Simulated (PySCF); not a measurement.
C₆H₆O, SMILES C#C[C@H]1COC1=C. Atoms are numbered in the order given.

```xyz
13

C      2.6282    -0.7824     0.3101
C      1.5167    -0.3393     0.4794
C      0.1754     0.2030     0.6823
C     -0.1858     1.5593     0.0239
O     -1.2925     0.9440    -0.6650
C     -0.9539    -0.3065    -0.2055
C     -1.4867    -1.4830    -0.5125
H      3.6160    -1.1808     0.1565
H     -0.0918     0.1670     1.7506
H     -0.5172     2.3575     0.7053
H      0.5704     1.9397    -0.6798
H     -2.3161    -1.5516    -1.2196
H     -1.0850    -2.3906    -0.0593
```
Charge 0, spin multiplicity 1.

The structure is a stationary point at ωB97X-D3(BJ)/def2-SVP. The structure was generated by enumeration; whether it is a known compound was not checked.

Method: PBE/def2-TZVP in PySCF.

Isolated molecule, no solvent.

Computed frontier levels, gap, dipole moment and polarisability:
| Quantity | Result |
|---|---|
| highest occupied level | -5.46 eV |
| lowest empty level | -0.64 eV |
| orbital gap | 4.82 eV |
| dipole moment | 1.56 D |
| quadrupole, principal values (traceless, Buckingham form, about the centre of nuclear charge) | -3.91, 0.48, 3.43 D·Å |
| mean static polarisability | 72.2 bohr³ (10.70 Å³) |
| polarisability, principal values | 50.9, 78.4, 87.3 bohr³ |
